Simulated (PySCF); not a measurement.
## TDDFT excited states: C6H8B2Cl2S

Species: C6H8B2Cl2S.
Atom-mapped SMILES: `[CH3:1][B:2]([CH3:3])[c:4]1[cH:5][c:6]([B:7]([Cl:8])[Cl:9])[cH:10][s:11]1` (hydrogens: H12, H13, H14 on C1; H15, H16, H17 on C3; H18 on C5; H19 on C10)

Structure used (PBE0-D3(BJ)/def2-SVP), in Å, numbered top down from 1:
```
atom  x, y, z in Å
C1    -1.2282   -1.3606    0.6871
B2    -0.7526    0.1167    0.9453
C3    -1.7018    1.1097    1.7132
C4     0.6443    0.5715    0.4498
C5     1.5817   -0.1227   -0.2903
C6     2.7783    0.5984   -0.5763
B7     3.9812    0.0642   -1.3671
Cl8    3.9740   -1.5664   -2.0189
Cl9    5.4053    1.0552   -1.6442
C10    2.7179    1.8748   -0.0266
S11    1.2678    2.1624    0.7972
H12   -1.0408   -1.9224    1.6223
H13   -2.3141   -1.4257    0.5142
H14   -0.7043   -1.8963   -0.1171
H15   -2.2384    0.6104    2.5361
H16   -1.2277    2.0240    2.1007
H17   -2.4860    1.4275    1.0002
H18    1.4167   -1.1465   -0.6304
H19    3.4916    2.6410   -0.0889
```

Theory: TDDFT CAM-B3LYP/def2-SVPD, vertical, gas phase, core orbitals frozen in the response (PySCF 2.14.0, density-fitted response routines).

```csv
state,E (eV),ν̃ (cm⁻¹),f,"main configurations (H = HOMO, L = LUMO)"
S1,4.90,39550,0.0042,"H→L (62%), H-1→L (20%), H→L+1 (9%)"
S2,5.00,40310,0.085,"H-1→L (42%), H→L (29%), H→L+1 (25%)"
S3,5.42,43730,0.827,"H→L+1 (56%), H-1→L (34%)"
S4,5.69,45930,0.030,H-1→L+1 (84%)
S5,5.88,47460,0.0009,"H-2→L (45%), H-3→L (15%), H-3→L+1 (15%)"
S6,5.91,47670,0.0011,"H-3→L (50%), H-2→L+1 (26%)"
S7,5.99,48340,0.0005,"H-4→L (35%), H-2→L+1 (32%), H-6→L (12%)"
S8,6.17,49750,0.0019,"H-4→L+1 (48%), H-3→L+1 (14%), H-6→L (13%)"
S9,6.74,54330,0.0025,"H→L+2 (26%), H→L+4 (19%), H-1→L+4 (14%)"
S10,6.82,54970,0.110,"H-5→L (76%), H-5→L+1 (18%)"
```

Triplets (Tamm–Dancoff): T1 3.35 eV, H→L (70%), H→L+1 (18%); T2 3.92 eV, H-1→L (70%), H→L+1 (13%); T3 4.33 eV, H→L+1 (54%), H-1→L (21%), H→L (16%); T4 4.80 eV, H-1→L+1 (81%).

The lowest singlet comes at 253 nm (473 kJ/mol) in the ultraviolet; it is very weak; its leading configuration is HOMO→LUMO (62%). The most intense listed level is S3 at 5.42 eV (229 nm, f = 0.827), 0.52 eV above S1. Löwdin shares by element: HOMO carbon 79% or more (atoms not listed hold the other 21%); LUMO carbon 34% or more, boron 20% or more, sulfur 16% (atoms not listed hold the other 29%). The listed states span 1.91 eV, and the widest gap between neighbours is 0.57 eV (S8 to S9). Of the 10 states listed, 4 reach f = 0.01 and none stays under 0.0005. The oscillator strengths of these states sum to 1.063; summed over the whole spectrum of an exact calculation they would give the number of electrons, 104 (Thomas–Reiche–Kuhn). Singlets were solved by full linear response, triplets in the Tamm–Dancoff approximation.
